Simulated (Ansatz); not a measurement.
System: GeCl, charge 0, doublet. GeCl (SMILES [Cl][Ge], doublet).
B3LYP-D3(BJ)/def2-TZVP minimum from Ansatz (an electronic-structure program):
```
Ge
Cl 1 2.1967
```
Charge 0, spin multiplicity 2.

Total energies in hartree (Ansatz). Open shells are spin-unrestricted; no spin-orbit coupling. Cores are frozen in correlated methods (noble-gas shells, and filled d and f shells in the p block). No relativity.

```csv
species,HF/def2-TZVPP,CCSD(T)/def2-TZVPP,HF/def2-QZVPP,CCSD(T)/def2-QZVPP,CCSDT(Q)/def2-QZVPP
"1: GeCl (SMILES [Cl][Ge], doublet)",-2534.89867,-2535.19505,-2534.95353,-2535.27496,-2535.27670
2: Ge (triplet),-2075.32100,-2075.38759,-2075.36298,-2075.43218,-2075.43271
3: Cl (doublet),-459.47685,-459.66464,-459.48954,-459.69535,-459.69632
```

Task: Work out the atomisation energy (electronic, to ground-state atoms) in kJ/mol: take Hartree-Fock from def2-QZVPP, extrapolate the CCSD(T) correlation energy as X^-3 (X = 3, 4), and add CCSDT(Q) - CCSD(T) in def2-QZVPP. 1 hartree = 2625.5 kJ/mol.

Result: 
Species 1: correlation (64·(-0.32143) - 27·(-0.29638))/37 = -0.33971; step -0.00174; E1 = -2534.95353 + (-0.33971) + (-0.00174) = -2535.29498
Species 2: correlation (64·(-0.06920) - 27·(-0.06659))/37 = -0.07110; step -0.00053; E2 = -2075.36298 + (-0.07110) + (-0.00053) = -2075.43461
Species 3: correlation (64·(-0.20581) - 27·(-0.18779))/37 = -0.21896; step -0.00097; E3 = -459.48954 + (-0.21896) + (-0.00097) = -459.70947
-1·E1 +1·E2 +1·E3 = 0.15090 hartree = 396.2 kJ/mol.
